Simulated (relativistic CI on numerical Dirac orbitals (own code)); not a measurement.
Rh⁴⁺: 3d photoemission

Computed with this model: Dirac-Coulomb-Breit CI, separate exchange-only KLI orbitals for each configuration, QED by a radiative potential, valence Slater integrals scaled by 0.8, multiplet model of photoemission in the sudden approximation; configurations [Kr] 4d5 → [Ar] 3d9 4s2 4p6 4d5; 300 K; Lorentzian 0.42 eV and Gaussian 0.5 eV FWHM. Energies are those of the free ion, without screening or charge transfer. The energies are binding energies and can lie tens of eV above those of solids. S is read from ⟨S²⟩ = S(S + 1).

Field parameters in Wybourne normalisation: Oh B⁴₀ = 21Dq, B⁴₄ = √(5/14) B⁴₀. The field is a parameter set, without covalency.

free ion: ground-state S = 2.49, centroid 376.60 eV. Peaks (eV, height): 373.9 (100), 378.3 (72), 379.9 (18), 386.5 (12).

Oh, 10Dq = 40450 cm⁻¹: ground-state S = 0.52, centroid 377.00 eV. Peaks (eV, height): 374.3 (100), 379.3 (45).

Strongest unbroadened transitions for free ion:

```
Energy (eV)  Relative strength
     373.57              100.0
     373.95               80.0
     374.29               60.0
     374.58               40.7
     374.79               23.0
     374.90                7.4
     378.00                5.7
     378.06                7.6
     378.09                9.9
     378.28               18.7
     378.31               46.5
     378.41               27.9
     378.54               13.1
     379.97                8.9
     380.50                4.8
     386.20                4.2
     386.52                5.0
     386.60                7.5
```
